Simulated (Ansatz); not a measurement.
C₂H₁₀GaOP (`[CH3][Ga-]([CH3])([OH])[PH3+]`) at its PBE0-D4/def2-TZVP geometry, where that method's forces vanish. Total charge 0; spin multiplicity 1.

```xyz
15

C    -0.0222   -0.5382    2.0792
Ga    0.5108   -0.3259    0.1959
C     1.8044    0.9697   -0.5486
O     0.2128   -1.8446   -0.7898
P    -1.8120    0.4245   -0.8813
H    -0.3553    0.4057    2.5163
H     0.8238   -0.8967    2.6714
H    -0.8266   -1.2707    2.1695
H     1.7533    1.0116   -1.6389
H     2.8234    0.6844   -0.2731
H     1.6279    1.9748   -0.1587
H     0.7087   -1.8660   -1.6099
H    -2.7016    1.5223   -0.7816
H    -1.7893    0.3460   -2.2897
H    -2.7580   -0.5968   -0.6606
```

(1) What forces (eV/Å) does ωB97M-V/def2-TZVPP give on these atoms in Ansatz? (An estimate is asked.)

## Answers

(1) Ansatz gave: 
```
C1  -0.002 -0.005  0.014
Ga2  0.136  0.017  0.112
C3   0.007  0.014 -0.003
O4   0.024 -0.004 -0.066
P5  -0.275  0.057 -0.131
H6   0.019 -0.066 -0.019
H7  -0.069  0.026 -0.035
H8   0.052  0.052  0.001
H9   0.008  0.001  0.072
H10 -0.071  0.027 -0.025
H11  0.021 -0.064 -0.032
H12 -0.027 -0.032  0.021
H13  0.095 -0.127 -0.016
H14 -0.007  0.002  0.136
H15  0.090  0.100 -0.028
```
